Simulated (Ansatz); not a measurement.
C2H10OSi2 (`C[Si](C)(O)[SiH3]`). Total charge 0; spin multiplicity 1. The structure was optimised at the PBE0-D4/def2-TZVP level. It is one conformer, not always the lowest.

```xyz
15

C     1.579    1.019    0.395
Si    0.296   -0.265   -0.019
C    -0.178   -0.173   -1.827
O     1.008   -1.723    0.335
Si   -1.638    0.019    1.295
H     2.476    0.866   -0.212
H     1.203    2.027    0.198
H     1.866    0.961    1.447
H     0.703   -0.315   -2.460
H    -0.614    0.801   -2.065
H    -0.912   -0.938   -2.093
H     0.474   -2.511    0.236
H    -2.360    1.274    0.937
H    -2.586   -1.115    1.084
H    -1.317    0.074    2.749
```

**Question.** What is the dipole moment at B3LYP/def2-TZVPP? (Best estimate.)

**Answer.** Ansatz gave: 1.10 D, with components (-0.16, -0.21, -1.07) D in this frame, pointing from negative to positive charge.

**Question.** And with PBE, r2SCAN, ωB97M-V? (Best estimate.)

**Answer.** The calculation gave: PBE 1.11 D, r2SCAN 1.12 D, ωB97M-V 1.11 D.

**Question.** Give the Mulliken charges with B3LYP, r2SCAN, PBE in def2-TZVPP. (Best estimate.)

**Answer.** The calculation gave: 
| atom | B3LYP | r2SCAN | PBE |
| --- | --- | --- | --- |
| C1 | -0.38 | -0.30 | -0.36 |
| Si2 | 0.52 | 0.51 | 0.43 |
| C3 | -0.39 | -0.32 | -0.38 |
| O4 | -0.40 | -0.42 | -0.35 |
| Si5 | 0.08 | 0.09 | 0.01 |
| H6 | 0.10 | 0.08 | 0.10 |
| H7 | 0.10 | 0.07 | 0.10 |
| H8 | 0.11 | 0.08 | 0.11 |
| H9 | 0.10 | 0.08 | 0.11 |
| H10 | 0.10 | 0.08 | 0.10 |
| H11 | 0.09 | 0.07 | 0.10 |
| H12 | 0.17 | 0.19 | 0.18 |
| H13 | -0.07 | -0.07 | -0.05 |
| H14 | -0.07 | -0.08 | -0.06 |
| H15 | -0.06 | -0.07 | -0.05 |

B3LYP here is the variant with VWN-RPA as its local correlation; programs differ in this.
